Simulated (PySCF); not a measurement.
# BeI⁺ from Hartree–Fock to correlated methods

State: ¹Σ⁺ (singlet), closed shell. Set-up: basis Be aug-cc-pVDZ, I aug-cc-pVDZ-PP with ECP28; scalar-relativistic core potentials; PySCF 2.14. De refers to Be⁺ + I in their high-spin ground configurations, without counterpoise correction. A positive dipole points towards I; it is taken about the centre of mass and depends on that origin.

| Level | Re (Å) | ωe (cm⁻¹) | De (eV) | μ (D) |
| --- | --- | --- | --- | --- |
| RHF | 2.090 | 747 | 2.17 | -9.29 |
| RHF-MP2 | 2.090 | 758 | 3.37 | n/a |
| RHF-SCS-MP2 | 2.092 | 750 | 3.30 | n/a |
| RHF-CCSD | 2.093 | 743 | 3.32 | n/a |
| RHF-CCSD(T) | 2.096 | 741 | 3.44 | n/a |
| PBE | 2.090 | 731 | 3.69 | -8.03 |
| revPBE | 2.096 | 725 | 3.54 | -8.06 |
| BP86 | 2.093 | 727 | 3.64 | -8.17 |
| r²SCAN | 2.083 | 749 | 3.52 | -8.47 |
| TPSSh | 2.083 | 743 | 3.61 | -8.31 |
| PBE0 | 2.078 | 751 | 3.52 | -8.39 |
| ωB97X | 2.084 | 749 | 3.32 | -8.88 |

Question: Which functional lies closest to RHF-CCSD(T) in De, which farthest, and by how much do they differ from it?

Answer: Closest is r²SCAN (-1.3 pm in Re, +1.1 % in ωe, +0.08 eV in De against RHF-CCSD(T) in the same basis), farthest PBE (-0.6 pm in Re, -1.3 % in ωe, +0.25 eV in De). CCSD(T) converges more slowly with the basis than the functionals do and binds too weakly in this one, so the order can change at the basis-set limit.

Question: What does a quarter of exact exchange do here, going from PBE to PBE0?

Answer: PBE0 less PBE: -1.2 pm in Re, +2.7 % in ωe, -0.17 eV in De. Exact exchange removes part of the self-interaction that spreads semilocal densities, and in most molecules shortens and stiffens the bond and lowers De; so it does here.

Question: What does the step from GGA to meta-GGA do here, going from PBE to r²SCAN?

Answer: r²SCAN less PBE: -0.7 pm in Re, +2.5 % in ωe, -0.17 eV in De. 

Correlated steps freeze 4 core orbitals. Correlated levels converge slowly with the basis: in double zeta they bind strong bonds too weakly, by up to about 1 eV, and carry superposition errors of some tenths. These are scalar-relativistic numbers at best; spin–orbit coupling would shift them, the dissociation energy most. For an ion De counts to the pair picked by the measured ionisation energies or electron affinities, which need not be the lowest pair at this level. Where the molecule has an RHF reference, its open-shell atoms are computed with UHF.

The whole job (state search and all levels along the bond) took about 2.4 min on 1 thread of Oxide Virtual Turin-like (shared host), peak memory 0.74 GiB.
